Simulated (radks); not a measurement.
Polarisability of the iridium ion Ir5+, [Xe] 4f14 5d4, at imaginary frequency. All-electron calculation, scalar-relativistic Kohn-Sham, exchange-only LDA, spin-unpolarised, spherical densities, finite nucleus; Fermi nuclear charge, rms radius 5.4032 fm. Program: a radial shooting solver on a logarithmic mesh with Libxc functionals. Response by self-consistent Sternheimer equations with the Hartree and adiabatic exchange-only LDA kernel, the relativistic mass of each level held fixed and spin-orbit coupling left out.

| w (hartree) | alpha1(iw) (bohr^3) |
|---|---|
| 0.00266 | 3.538 |
| 0.0143 | 3.538 |
| 0.0360 | 3.536 |
| 0.0697 | 3.528 |
| 0.118 | 3.510 |
| 0.186 | 3.470 |
| 0.280 | 3.390 |
| 0.413 | 3.240 |
| 0.605 | 2.984 |
| 0.892 | 2.591 |
| 1.35 | 2.053 |
| 2.12 | 1.412 |
| 3.59 | 0.7877 |
| 6.94 | 0.3315 |
| 17.5 | 0.08848 |

Static values: alpha1 = 3.538 bohr^3 (0.5243 angstrom^3; uncoupled 5.307). C6 = 15.93, triple-dipole C9 = 39.07 atomic units. One-pole (London) frequency 4 C6 / (3 alpha1^2) = 1.696 hartree, against 2.337 for minus the highest occupied eigenvalue.
